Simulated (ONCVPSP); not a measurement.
# ytterbium (Yb), ONCV: configuration errors across variants

```json
{"Element": "Yb (Z = 70)", "Generator": "ONCVPSP 4.0.1", "Type": "optimised norm-conserving Vanderbilt (ONCV)", "Functional": "PBE", "Relativity": "fully relativistic", "Frozen core": "[Xe] 4f13", "Valence charge": "3", "Reference configuration": "5d1 6s2", "Partial waves": "6s: rc 3.40 bohr, ncon 3, nbas 6, qcut 2 1/bohr, 2 projectors, debl 0.8 Ha; p scattering state at 0.16 Ha: rc 2.90 bohr, ncon 3, nbas 8, qcut 3.1 1/bohr, 2 projectors, debl 1 Ha; 5d: rc 2.45 bohr, ncon 5, nbas 8, qcut 4.4 1/bohr, 2 projectors, debl 3.8 Ha; f scattering state at 0.08 Ha: rc 3.65 bohr, ncon 4, nbas 7, qcut 3.4 1/bohr, 2 projectors, debl 0.6 Ha", "Local potential": "polynomial inside 1.95 bohr (lpopt 5, dvloc0 3 Ha)", "Core correction": "Teter function, fcfact 2.25, rcfact 1.2"}
```

Open shells are filled in proportion to 2j + 1.

All-electron excitation energies from the reference (eV): (1) 5d1 6s1 7.259; (2) 5d1 6s0 20.364; (3) 5d1 6s1.5 2.941.

3 further variants failed, have other tests or another functional or relativity, and are left out.

A true bound ghost makes a file unfit for plane-wave use even where its test errors are small: the radial tests pick states by their node count and pass the ghost by.

Errors AE − PS in meV (a dash: test not solved or not reliable):

| change | (1) | (2) | (3) | bound ghosts | GHOST(+) flags above zero |
| --- | --- | --- | --- | --- | --- |
| base | +3.5 | +125 | +0.5 | p3/2, f7/2, f5/2 | s, p1/2, f5/2 |
| f: qcut 3.3 | +3.5 | +125 | +0.5 | p3/2, f7/2, f5/2 | s, f7/2, p1/2, f5/2 |
| d: rc 2.52 | +3.6 | +125 | +0.5 | p3/2, f7/2, f5/2 | s, p1/2, f5/2 |
| f: debl 0.3 | +3.5 | +125 | +0.5 | p3/2, f7/2, f5/2 | s, p1/2 |
| all radii but the core radius scaled by about 1.13 (s 3.84, p 3.28, d 2.76, f 4.12 bohr); local potential polynomial inside 2.20 bohr (lpopt 5, dvloc0 3 Ha) | -2.2 | +70 | -0.5 | none | s |
| s: rc 3.88 | -3.0 | +63 | -0.6 | p3/2, f7/2, f5/2 | s, p1/2, f5/2 |
| core correction Teter function, fcfact 1.7, rcfact 1.2 | +3.2 | +137 | +0.3 | p3/2, f7/2, f5/2 | s, p1/2, f5/2 |

Problem. Give the same row for: core correction Teter function, fcfact 1.75, rcfact 1.45.

Solution. -15, -14, -2.7; bound ghosts: p3/2, f7/2, f5/2; GHOST(+) flags above zero: s, p1/2, f5/2.
